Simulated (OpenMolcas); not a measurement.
# Cl III: effect of the active space

```
Program             : OpenMolcas
Method              : CASSCF or its RAS form
Basis               : ANO-RCC-VQZP
Scalar Hamiltonian  : DKH2, point nucleus
Spin-orbit coupling : state interaction with AMFI integrals over the reference wave functions, term energies averaged over their components
```

A. 3 electrons in 3 orbitals (3p); 2S+1 = 4 odd, 1 root; 2S+1 = 2 odd, 8 roots; cost of the order of 3 core-seconds
B. 5 electrons in 4 orbitals (3s 3p); 2S+1 = 4 odd, 1 root; 2S+1 = 2 odd, 11 roots; 2S+1 = 4 even, 3 roots; 2S+1 = 2 even, 9 roots; cost of the order of 12 core-seconds
C. 5 electrons in 8 orbitals (3s 3p 4s 4p); 2S+1 = 4 odd, 1 root; 2S+1 = 2 odd, 11 roots; 2S+1 = 4 even, 3 roots; 2S+1 = 2 even, 9 roots; cost about 18 core-seconds
D. 3 electrons in 9 orbitals (RAS2 3p; RAS3 3d 4s, at most 1 electron); 2S+1 = 4 odd, 1 root; 2S+1 = 2 odd, 8 roots; 2S+1 = 4 even, 18 roots; 2S+1 = 2 even, 54 roots; cost of the order of 30 core-seconds
E. 5 electrons in 9 orbitals (RAS2 3s 3p; RAS3 3d, at most 2 electrons); 2S+1 = 4 odd, 1 root; 2S+1 = 2 odd, 11 roots; 2S+1 = 4 even, 3 roots; 2S+1 = 2 even, 9 roots; cost of the order of 22 core-seconds

Energies in cm⁻¹ above 3s² 3p³ ⁴S°_3/2, the measured ground level; measured values from Moore, Atomic Energy Levels, vol. I, NSRDS-NBS 35 (1971 reprint of NBS Circular 467, 1949).

| Level | A | B | C | D | E | Measured |
| --- | --- | --- | --- | --- | --- | --- |
| 3s² 3p³ ⁴S°_3/2 | 0.0 | 0.0 | 0.0 | 0.0 | 0.0 | 0.0 |
| 3s² 3p³ ²D°_3/2 | 22761 | 22740 | 22351 | 22761 | 22093 | 18053 |
| 3s² 3p³ ²D°_5/2 | 22804 | 22813 | 22440 | 22804 | 22142 | 18120 |
| 3s² 3p³ ²P°_1/2 | 37843 | 31426 | 30696 | 37843 | 34280 | 29812 |
| 3s² 3p³ ²P°_3/2 | 37899 | 31489 | 30776 | 37899 | 34325 | 29907 |

Deviations, from unrounded energies. A percentage is the sum of absolute deviations over the sum of measured energies, with the sign that they share, or ± where signs differ.

```json
{"Against measurement": "mean absolute deviation (cm-1)", "Levels": "4", "A": "6400", "B": "3100", "C": "2600", "D": "6400", "E": "4200"}
{"Against measurement": "other terms of the ground configuration (%)", "Levels": "4", "A": "+26.5", "B": "+13.1", "C": "+10.8", "D": "+26.5", "E": "+17.7"}
```

C lies closest to measurement on these levels and A furthest from it. The largest miss of C in the table is 3s² 3p³ ²D°_5/2, by +4300 cm-1. The ranking rests on the paired levels alone, and a cruder setting can come out closer through cancelling errors.

Among A to E the level of the table that moves most is 3s² 3p³ ²P°_1/2, by 7100 cm-1 (lowest in C, highest in A).

With the s shell closed, the reference lacks s² → p² mixing (holds for A; D). Active for correlation alone: 4p 4s; no level in the range computed is led by a configuration that fills them, so any true level of that kind is missing (holds for C). The run also gave levels led by 3s² 3p² 3d, which use shells meant for correlation; these and all levels above them are left out (holds for E). Computed and measured levels are paired by configuration, term and J; levels that our copy of the source lacks, or whose pairing is in doubt (as where it misses far off the trend of its configuration), stay unpaired and out of the deviations. Levels of configurations outside the active space are missing. Levels that lie high or do not pair safely by name in every column are left out.

° marks odd parity.
